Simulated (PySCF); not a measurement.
## Correlation energy of Ne(2+) (neon, charge +2)

[He] 2s2 2p4, high-spin 3P determinant. Computed with PySCF 2.14 in aug-cc-pVDZ-DK (4s3p2d, 23 functions), with the spin-free X2C one-electron Hamiltonian (Gaussian nucleus). Frozen: 1s2; 6 electrons correlated.

MP2 pair energies summed by pair of shells (mhartree):

| pair | energy | share (%) |
| --- | --- | --- |
| 2p-2p | -45.78 | 46.9 |
| 2s-2p | -44.68 | 45.8 |
| 2s-2s | -7.20 | 7.4 |

Total MP2 correlation energy: -97.66 mhartree.

Same-spin part -23.19 and opposite-spin part -74.47 mhartree; SCS-MP2 scales them by 1/3 and 6/5 to -97.10 mhartree.

```csv
level,correlation energy (mhartree)
CCSD,-111.05
(T),-0.87
CCSD(T),-111.92
```

Diagnostics: T1 = 0.0036, D1 = 0.0060, largest double amplitude 0.025.

Cost of the coupled-cluster step: 0.18 s of wall time on 1 thread of Neoverse-V1 (shared host), for 6 correlated electrons.

Iterations:

```
CC2 = 0
CCSD nocc = (np.int64(4), np.int64(2)), nmo = (22, 22)
frozen orbitals [[0], [0]]
max_cycle = 100
direct = 0
conv_tol = 1e-08
conv_tol_normt = 1e-06
diis_space = 8
diis_start_cycle = 0
Init t2, MP2 energy = -0.0976606576151044
Init E_corr(UCCSD) = -0.0976606576166947
cycle = 1  E_corr(UCCSD) = -0.108421264325432  dE = -0.0107606067  norm(t1,t2) = 0.0189083
cycle = 2  E_corr(UCCSD) = -0.110368464107189  dE = -0.00194719978  norm(t1,t2) = 0.00530821
cycle = 3  E_corr(UCCSD) = -0.111071595449988  dE = -0.000703131343  norm(t1,t2) = 0.00199256
cycle = 4  E_corr(UCCSD) = -0.111045666562658  dE = 2.59288873e-05  norm(t1,t2) = 0.000399093
cycle = 5  E_corr(UCCSD) = -0.111050672039915  dE = -5.00547726e-06  norm(t1,t2) = 6.55487e-05
cycle = 6  E_corr(UCCSD) = -0.111050892510574  dE = -2.2047066e-07  norm(t1,t2) = 1.22641e-05
cycle = 7  E_corr(UCCSD) = -0.111050761084343  dE = 1.31426231e-07  norm(t1,t2) = 2.8433e-06
cycle = 8  E_corr(UCCSD) = -0.111050774314175  dE = -1.3229831e-08  norm(t1,t2) = 4.28929e-07
cycle = 9  E_corr(UCCSD) = -0.111050772490626  dE = 1.82354824e-09  norm(t1,t2) = 5.70966e-08
UCCSD converged
E(UCCSD) = -126.570892708189  E_corr = -0.1110507724906263
UCCSD(T) correction = -0.00086633271498103
```
